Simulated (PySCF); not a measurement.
**Low-lying terms of Ar (argon, neutral)**

Ground state [Ar], ¹S. Computed with PySCF 2.14 in x2c-TZVPall with one added diffuse shell each of s, p type (6s6p2d1f, 41 functions), with scalar relativity by spin-free X2C-1e. Vertical excitation energies in eV without spin-orbit coupling; excited terms of each kind are numbered among those the solver found. Frozen: [Ne].

```csv
term,leading excitation,EOM-EE-CCSD
1 3P°,3p → s,12.507
1 1P°,3p → s,12.901
1 3S,3p → p,13.340
1 3D,3p → p,13.767
1 1D,3p → p,13.896
1 3P,3p → p,14.003
1 1P,3p → p,14.005
1 1S,3p → p,14.708
```

Only the lower part of the computed list is shown. The solver can miss terms. Rydberg members are limited by the diffuse functions of the basis.
